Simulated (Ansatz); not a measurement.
System: sum formula SiNHCl3, charge 0, multiplicity 2. It need not be the lowest isomer of its formula. 
Coordinates optimised at B3LYP-D3(BJ)/def2-TZVP (Ansatz, a quantum-chemistry and plane-wave program):
```xyz
6

Si     0.2593     0.1023     0.0111
Cl     0.0991    -1.2676    -1.4979
Cl    -0.2454    -0.7505     1.7991
Cl    -0.9950     1.6545    -0.3635
N      1.8869     0.6867     0.0895
H      2.5634    -0.0587     0.2770
```
Charge 0, spin multiplicity 2.

Computed values are from Ansatz. Correlated levels leave the core frozen unless marked. UHF or UKS for open shells. No spin-orbit coupling. Non-relativistic. CBS marks a two-point X^-3 extrapolation of the correlation energy; Hartree-Fock from the larger set (for Q and 5 zeta extrapolated as (X+1)exp(-9√X)).

atomisation energy De: 453.8 kcal/mol at CCSD(T)/CBS(cc-pV(Q+d)Z,cc-pV(5+d)Z)
total energy: -1723.8133 Eh at CCSD(T)/CBS(cc-pV(Q+d)Z,cc-pV(5+d)Z)
dipole moment: 1.28 D at CCSD(T)/aug-cc-pV(D+d)Z
T1 diagnostic: 0.011 at CCSD/cc-pV(5+d)Z
